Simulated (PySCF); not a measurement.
Orbital picture of KZn⁺

BLYP at R = 3.562 Å; K x2c-SVPall, Zn x2c-SVPall; spin-free X2C with a Gaussian nucleus (PySCF 2.14). State: ¹Σ⁺ (singlet), closed shell. Only the outer orbitals are listed, counted within each symmetry.

```csv
orbital,occ.,ε (eV),on K (%),main shells (%)
11σ,2,-14.53,0,100 Zn d
5π,2,-14.51,0,100 Zn d
5π,2,-14.51,0,100 Zn d
1δ,2,-14.49,0,100 Zn d
1δ,2,-14.49,0,100 Zn d
12σ,2,-10.10,8,92 Zn s
13σ,0,-6.07,85,"85 K s, 13 Zn p"
14σ,0,-4.50,63,"49 K p, 33 Zn p, 10 K s"
6π,0,-4.40,60,"55 K p, 39 Zn p"
```

Problem. Which are the highest filled and the lowest empty level, where do they sit, and how wide is the gap?

Solution. Highest filled 12σ at -10.10 eV (in %: 92 Zn s); lowest empty 13σ at -6.07 eV (in %: 85 K s, 13 Zn p); the gap at BLYP is 4.03 eV.

- bond order (Mayer): 0.30
- ⟨S²⟩: 0.000
- charge on K (Mulliken, basis-dependent): 0.84
- charge on K (Löwdin, basis-dependent): 0.74
- dipole moment (positive dipole points towards Zn; it is taken about the centre of mass and depends on that origin): -8.56 D

Closed-shell solutions of metal pairs were not tested for spin polarisation, which can lower them a little.
